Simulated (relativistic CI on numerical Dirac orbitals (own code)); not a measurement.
**Ru²⁺ (4d6) in a crystal field**

Calculated by Dirac-Coulomb-Breit CI, KLI orbitals optimised for each configuration, model QED (radiative potential, 1s self-energy scaled to tabulated hydrogen-like ionisation energies), one configuration in a parametric crystal field, unscaled Slater integrals (own radial code). With so little scaling, terms lie 10 to 35 % too far apart, which can change the order of excited levels.

Field parameters in Wybourne normalisation: D4h B²₀ = −7Ds, B⁴₀ = 21(Dq − Dt), B⁴₄ = 21√(5/14) Dq. The field is a parameter set, without covalency.

S is read from ⟨S²⟩ = S(S + 1).

Powder χT (cm³ K mol⁻¹) by Van Vleck's formula, with temperature-independent terms:

```
                                       Field       2 K      5 K     10 K     20 K    50 K   100 K   200 K  300 K
D4h, 10Dq = 20150, Ds = -1500, Dt = 700 cm⁻¹     0.136    0.339    0.677     1.29    2.23    2.75    3.03    3.1
D4h, 10Dq = 20150, Ds = -1090, Dt = 700 cm⁻¹    0.0747    0.187    0.374    0.745    1.66    2.41    2.87      3
 D4h, 10Dq = 20150, Ds = -680, Dt = 700 cm⁻¹    0.0196    0.049    0.098    0.196    0.49   0.982    1.82   2.26
 D4h, 10Dq = 20150, Ds = -270, Dt = 700 cm⁻¹   0.00212   0.0053   0.0106   0.0212   0.053   0.106   0.233  0.481
  D4h, 10Dq = 20150, Ds = 140, Dt = 700 cm⁻¹  0.000941  0.00235  0.00471  0.00941  0.0235  0.0471  0.0943  0.147
  D4h, 10Dq = 20150, Ds = 550, Dt = 700 cm⁻¹  0.000808  0.00202  0.00404  0.00808  0.0202  0.0404  0.0808  0.121
  D4h, 10Dq = 20150, Ds = 950, Dt = 700 cm⁻¹  0.000801    0.002  0.00401  0.00801    0.02  0.0401  0.0801   0.12
 D4h, 10Dq = 20150, Ds = 1360, Dt = 700 cm⁻¹  0.000834  0.00208  0.00417  0.00834  0.0208  0.0417  0.0834  0.125
```

(1) For D4h, 10Dq = 20150, Ds = 140, Dt = 700 cm⁻¹: what effective moment follows at 300 K?

Results:

(1) μ_eff = √(8χT) = 1.08 μB. The ground level has S = 0.36; the spin-only moment for S = 0 is 0.00 μB. The difference comes from the orbital moment, spin-orbit mixing of terms and temperature-independent paramagnetism, all larger in this ionic model than in covalent complexes. The ground level is a non-magnetic singlet, so χT starts at zero and rises through temperature-independent paramagnetism and the filling of excited levels.
